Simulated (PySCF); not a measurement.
**Working out the ionisation energy of Kr⁺**

Kr⁺ [Ar] 3d10 4s2 4p5 (2P) → Kr²⁺ [Ar] 3d10 4s2 4p4 (3P). Computed with PySCF 2.14 in cc-pVTZ-PP with ECP10MDF (5s4p3d1f, 39 functions), with scalar relativity through the core potential. Frozen: 3s2 3p6 3d10. Energies in hartree (1 hartree = 27.21139 eV):

```csv
part,Kr⁺ (lower),Kr²⁺ (upper)
UHF,-461.716666,-460.861544
CCSD correlation,-0.158916,-0.128660
(T),-0.004015,-0.002986
```

Task: What does Hartree-Fock give?

Result: (-460.861544) − (-461.716666) = 0.855122 hartree = 23.269 eV.

Task: What do CCSD and CCSD(T) give?

Result: The CCSD correlation energies differ by 0.030256 hartree = 0.823 eV and the triples by 0.001029 hartree = 0.028 eV, so CCSD gives 24.092 eV and CCSD(T) 24.120 eV.

Reference: 24.360 eV (measured; NIST Atomic Spectra Database, ionization energies), between the lowest levels; spin-orbit coupling is absent from the calculation.

What remains against the reference includes basis incompleteness, the frozen core and higher excitations.
